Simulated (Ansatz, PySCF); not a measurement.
Here is a job for PySCF.
```python
from pyscf import gto, scf, dft

mol = gto.Mole()
mol.atom = '''
    C    -2.869408    0.042310    0.040617
    C    -1.492512    0.020592    0.020773
    C    -0.769645   -1.106707   -0.461222
    C     0.600658   -1.118688   -0.475564
    C     1.340453   -0.025817   -0.017688
    C     2.835238   -0.032406   -0.041107
    C     0.647178    1.092595    0.459240
    C    -0.720871    1.125180    0.482119
    H    -3.445488   -0.795211   -0.309252
    H    -3.408646    0.897411    0.406291
    H    -1.326373   -1.960903   -0.818214
    H     1.124434   -1.989050   -0.846878
    H     3.218581   -1.015796   -0.301974
    H     3.235225    0.254778    0.930862
    H     3.204609    0.686821   -0.773552
    H     1.211747    1.943511    0.815429
    H    -1.240641    1.996089    0.854286
'''
mol.basis = 'sto-3g'
mol.charge = 0
mol.spin = 1
mol.verbose = 4
mol.build()

mf = dft.UKS(mol)
mf.xc = 'bhandhlyp'
mf.grids.atom_grid = (99, 590)
mf.grids.prune = None
mf.kernel()
```

### Question
Convert this to an input for Ansatz (an electronic-structure program).

### Answer
One answer among several that fit: 
Ansatz 0.2 input:
```yaml
crystal:
  periodic: [false, false, false]
  atoms:
    - {symbol: C, position_ang: [-2.86940762, 0.04230958, 0.04061680]}
    - {symbol: C, position_ang: [-1.49251200, 0.02059238, 0.02077269]}
    - {symbol: C, position_ang: [-0.76964542, -1.10670664, -0.46122192]}
    - {symbol: C, position_ang: [0.60065833, -1.11868845, -0.47556411]}
    - {symbol: C, position_ang: [1.34045314, -0.02581735, -0.01768787]}
    - {symbol: C, position_ang: [2.83523812, -0.03240613, -0.04110719]}
    - {symbol: C, position_ang: [0.64717806, 1.09259535, 0.45923992]}
    - {symbol: C, position_ang: [-0.72087053, 1.12517956, 0.48211883]}
    - {symbol: H, position_ang: [-3.44548796, -0.79521068, -0.30925238]}
    - {symbol: H, position_ang: [-3.40864576, 0.89741059, 0.40629066]}
    - {symbol: H, position_ang: [-1.32637261, -1.96090267, -0.81821381]}
    - {symbol: H, position_ang: [1.12443398, -1.98904985, -0.84687777]}
    - {symbol: H, position_ang: [3.21858061, -1.01579588, -0.30197407]}
    - {symbol: H, position_ang: [3.23522463, 0.25477780, 0.93086154]}
    - {symbol: H, position_ang: [3.20460889, 0.68682114, -0.77355242]}
    - {symbol: H, position_ang: [1.21174650, 1.94351087, 0.81542914]}
    - {symbol: H, position_ang: [-1.24064055, 1.99608895, 0.85428617]}
basis:
  gaussian:
    orbitals: STO-3G
hamiltonian:
  xc: {name: BHLYP}
magnetization: {spin_polarized: true, initial_magnetization: 1}
accuracy: high
```

Both were run: PySCF gave -306.269863 Eh and Ansatz -306.269863 Eh, 0.000 mEh apart.
